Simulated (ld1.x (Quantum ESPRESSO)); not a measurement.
# Logarithmic derivatives: fluorine, ultrasoft

* Element: fluorine
* Generator: ld1.x (Quantum ESPRESSO) 7.5
* Type: ultrasoft
* Functional: PBE
* Relativity: non-relativistic
* Frozen core: [He]
* Valence charge: 7
* Reference configuration: 2s2 2p5
* Partial waves: 2s (bound): rcut 0.65, rcutus 0.80 bohr; 2s channel at -1.65 Ry: rcut 0.65, rcutus 0.80 bohr; 2p (bound): rcut 1.05, rcutus 1.20 bohr; 2p channel at -0.35 Ry: rcut 1.05, rcutus 1.20 bohr; 3d channel at 0.05 Ry: rcut 0.85, rcutus 1.05 bohr; 3d channel at 1.6 Ry: rcut 0.85, rcutus 1.05 bohr
* Local potential: all-electron potential smoothed inside 0.95 bohr (lloc = -1)
* Core correction: Bessel-smoothed model core, default radius (core density twice the valence density)
* Augmentation charge: PSQ, radius 0.45 bohr

The phase is arctan(r·u′/u) with u = r·R(r), unwrapped; energies in Ry, scanned from -4 to 5 Ry. A pole is an energy at which the radial function vanishes at the test radius. The pseudo phase is shifted by a multiple of π to meet the all-electron one at the reference energy, and phase errors are pseudo minus all-electron; the curves can meet again beyond the range given. Levels narrower than the energy grid can be missing from the lists of poles.

| channel | radius (bohr) | reference energy (Ry) | poles, all-electron | poles, pseudo | unbroken range about the reference energy with phases within 0.05 rad | phase error 1 Ry above the reference energy (rad) |
| --- | --- | --- | --- | --- | --- | --- |
| s | 1.30 | -2.19 | 0.42 | 0.42 | the whole range | -0.000 |
| p | 1.30 | -0.82 | 1.39 | 1.39 | the whole range | +0.000 |
| d | 1.30 | 0.05 | none | none | the whole range | +0.000 |

Phases in the d channel:

```json
{"E (Ry)": "-4.00", "all-electron": "1.273", "pseudo": "1.273"}
{"E (Ry)": "-3.76", "all-electron": "1.268", "pseudo": "1.268"}
{"E (Ry)": "-3.52", "all-electron": "1.263", "pseudo": "1.263"}
{"E (Ry)": "-3.28", "all-electron": "1.257", "pseudo": "1.257"}
{"E (Ry)": "-3.04", "all-electron": "1.252", "pseudo": "1.252"}
{"E (Ry)": "-2.80", "all-electron": "1.245", "pseudo": "1.245"}
{"E (Ry)": "-2.56", "all-electron": "1.239", "pseudo": "1.239"}
{"E (Ry)": "-2.32", "all-electron": "1.232", "pseudo": "1.232"}
{"E (Ry)": "-2.08", "all-electron": "1.225", "pseudo": "1.225"}
{"E (Ry)": "-1.84", "all-electron": "1.217", "pseudo": "1.217"}
{"E (Ry)": "-1.60", "all-electron": "1.209", "pseudo": "1.209"}
{"E (Ry)": "-1.36", "all-electron": "1.200", "pseudo": "1.200"}
{"E (Ry)": "-1.12", "all-electron": "1.191", "pseudo": "1.191"}
{"E (Ry)": "-0.88", "all-electron": "1.181", "pseudo": "1.181"}
{"E (Ry)": "-0.64", "all-electron": "1.171", "pseudo": "1.171"}
{"E (Ry)": "-0.40", "all-electron": "1.159", "pseudo": "1.159"}
{"E (Ry)": "-0.16", "all-electron": "1.147", "pseudo": "1.147"}
{"E (Ry)": "0.08", "all-electron": "1.134", "pseudo": "1.134"}
{"E (Ry)": "0.32", "all-electron": "1.119", "pseudo": "1.119"}
{"E (Ry)": "0.56", "all-electron": "1.104", "pseudo": "1.104"}
{"E (Ry)": "0.80", "all-electron": "1.087", "pseudo": "1.087"}
{"E (Ry)": "1.04", "all-electron": "1.068", "pseudo": "1.068"}
{"E (Ry)": "1.28", "all-electron": "1.048", "pseudo": "1.048"}
{"E (Ry)": "1.52", "all-electron": "1.026", "pseudo": "1.026"}
{"E (Ry)": "1.76", "all-electron": "1.000", "pseudo": "1.000"}
{"E (Ry)": "2.00", "all-electron": "0.973", "pseudo": "0.973"}
{"E (Ry)": "2.24", "all-electron": "0.942", "pseudo": "0.942"}
{"E (Ry)": "2.48", "all-electron": "0.906", "pseudo": "0.906"}
{"E (Ry)": "2.72", "all-electron": "0.867", "pseudo": "0.867"}
{"E (Ry)": "2.96", "all-electron": "0.821", "pseudo": "0.821"}
{"E (Ry)": "3.20", "all-electron": "0.770", "pseudo": "0.770"}
{"E (Ry)": "3.44", "all-electron": "0.710", "pseudo": "0.710"}
{"E (Ry)": "3.68", "all-electron": "0.642", "pseudo": "0.642"}
{"E (Ry)": "3.92", "all-electron": "0.562", "pseudo": "0.562"}
{"E (Ry)": "4.16", "all-electron": "0.471", "pseudo": "0.471"}
{"E (Ry)": "4.40", "all-electron": "0.366", "pseudo": "0.366"}
{"E (Ry)": "4.64", "all-electron": "0.248", "pseudo": "0.248"}
{"E (Ry)": "4.88", "all-electron": "0.117", "pseudo": "0.117"}
```
